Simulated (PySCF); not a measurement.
**Vibration and rotation of MgTl⁺**

RHF-CCSD(T) constants of MgTl⁺, ¹Σ⁺ (singlet), closed shell (PySCF, scalar-relativistic core potentials, basis sets Mg aug-cc-pVDZ, Tl aug-cc-pVDZ-PP with ECP60; masses 23.9850 and 204.9744 u):

```
ωe   : 118.0 cm⁻¹
ωexe : 0.796 cm⁻¹
Be   : 0.069081 cm⁻¹
αe   : 0.000569 cm⁻¹
```

Question: What force constant and bond length do these constants imply?

Answer: Reduced mass μred = 21.472 u; k = 5.8918×10⁻⁷·μred·ωe² (u, cm⁻¹, mdyn/Å) = 0.176 mdyn/Å; Re = √(16.8576/(μred·Be)) (u, cm⁻¹, Å) = 3.371 Å.

Question: Estimate the centrifugal constant D from the Kratzer relation and find the Dunham coefficient a1.

Answer: D = 4Be³/ωe² = 9.47e-08 cm⁻¹; a1 = −1 − αeωe/(6Be²) = -3.34.

Correlated steps freeze 5 core orbitals. Spin–orbit coupling is left out.
